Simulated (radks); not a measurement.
Values are calculated unless marked as measured or tabulated.
Question: Ge3+, configuration [Ar] 3d10 4s1 (the NIST ground configuration). Level of theory: scalar-relativistic Kohn-Sham, LDA (Slater exchange, Perdew-Wang correlation), spin-polarised, spherical densities, point nucleus; open shells are filled with parallel spins first (a radial shooting solver on a logarithmic mesh with Libxc functionals). Some entries of the table are withheld. Estimate them.

| orbital | occ. | eigenvalue (eV) | <r^2> (bohr^2) |
|---|---|---|---|
| 1s up | 1 | -10975.95 | 0.002981 |
| 1s down | 1 | -10975.85 | 0.002981 |
| 2s up | 1 | -1403.608 | 0.05221 |
| 2s down | 1 | -1403.562 | 0.05221 |
| 2p up | 3 | -1232.283 | 0.04143 |
| 2p down | 3 | -1232.231 | 0.04143 |
| 3s up | 1 | -201.9142 | 0.4514 |
| 3s down | 1 | -201.8008 | 0.4507 |
| 3p up | 3 | -149.5553 | 0.4938 |
| 3p down | 3 | -149.4151 | 0.4923 |
| 3d up | 5 | -63.5653 | (1) |
| 3d down | 5 | -63.2991 | (2) |
| 4s up | 1 | (3) | 3.807 |
| 4s down | 0 | (4) | 3.833 |

Answer: 
(1) 3d up <r^2> (bohr^2): 0.6727
(2) 3d down <r^2> (bohr^2): 0.6609
(3) 4s up eigenvalue (eV): -41.5397
(4) 4s down eigenvalue (eV): -39.9637
